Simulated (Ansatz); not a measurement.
Breaking the As1–N2 bond in AsN (multiplicity 1 held). Energies count from the point at 1.611 Å.


Signs of static correlation in cc-pVTZ, with CASSCF(10,8), from Ansatz (an electronic-structure program) runs.

```csv
R (Å),T1 of restricted CCSD,⟨S²⟩ of UHF,largest double amplitude of restricted CCSD,weight of the CASSCF reference in MRCISD,CASSCF natural occupations
1.289,0.014,0.000,0.076,0.936,2.00 1.99 1.98 1.95 1.95 0.06 0.06 0.02
1.450,0.017,0.371,0.101,0.934,2.00 1.99 1.97 1.93 1.93 0.08 0.08 0.03
1.611,0.021,1.064,0.128,0.931,2.00 1.99 1.96 1.90 1.90 0.11 0.11 0.04
1.773,0.026,1.485,0.160,0.929,1.99 1.99 1.95 1.86 1.86 0.15 0.15 0.05
1.934,0.031,1.761,0.196,0.927,1.99 1.99 1.93 1.80 1.80 0.21 0.21 0.08
2.175,0.048,___,0.261,0.924,2.00 1.99 1.87 1.63 1.63 0.37 0.37 0.14
2.417,0.133,2.653,0.343,0.922,2.00 1.99 1.74 1.40 1.40 0.60 0.60 0.26
2.820,0.307,2.899,0.449,0.923,2.00 2.00 1.45 1.15 1.15 0.85 0.85 0.55
3.223,0.444,2.972,___,0.924,2.00 2.00 1.26 1.06 1.06 0.94 0.94 0.74
3.706,0.538,2.998,0.784,0.924,2.00 2.00 1.13 1.03 1.03 0.97 0.97 0.87
4.351,0.599,3.006,1.152,0.924,2.00 2.00 1.05 1.01 1.01 0.99 0.99 0.95
5.156,0.630,3.007,1.367,0.924,2.00 2.00 1.02 1.00 1.00 1.00 1.00 0.98
6.446,0.146,3.007,0.340,0.924,2.00 2.00 1.00 1.00 1.00 1.00 1.00 1.00
```

Question: Complete the blanks.

Answer: 
- 2.175, ⟨S²⟩ of UHF: 2.260
- 3.223, largest double amplitude of restricted CCSD: 0.532

Doubts at one or more of the structures used: a restricted determinant that unrestricted orbitals would lower (R-CCSD(T)/cc-pVTZ); other coupled-cluster roots lie near (R-CCSD(T)/cc-pVTZ); T1 above 0.05 (R-CCSD(T)/cc-pVTZ, U-CCSD(T)/cc-pVTZ); a spin-contaminated determinant (U-CCSD(T)/cc-pVTZ); the program's own flag: large difference (U-CCSD(T)/cc-pVTZ).
